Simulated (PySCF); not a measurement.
**Excited states of Br⁵⁺ (bromine, charge +5)**

Ground state [Ar] 3d10 4s2, ¹S. Calculation: PySCF 2.14, in def2-TZVP (6s5p4d1f, 48 functions); the non-relativistic Hamiltonian (point nucleus). Vertical excitation energies in eV without spin-orbit coupling; excited terms of each kind are numbered among those the solver found. Frozen: [Ar].

| term | leading excitation | EOM-EE-CCSD |
| --- | --- | --- |
| 1 3P° | 4s → p | 12.197 |
| 1 1P° | 4s → p | 18.017 |
| 1 3D | 4s → d | 36.247 |
| 1 1D | 4s → d | 39.750 |
| 1 3S | 4s → s | 44.024 |
| 1 1S | 4s → s | 45.228 |
| 2 3P° | 4s → p | 49.259 |
| 2 1P° | 4s → p | 49.538 |
| 1 3F° | 4s → f | 62.950 |
| 2 3D | 4s → d | 63.107 |
| 2 1D | 4s → d | 63.272 |
| 1 1F° | 4s → f | 65.665 |

Doubly excited terms such as np² are absent. The solver can miss terms.
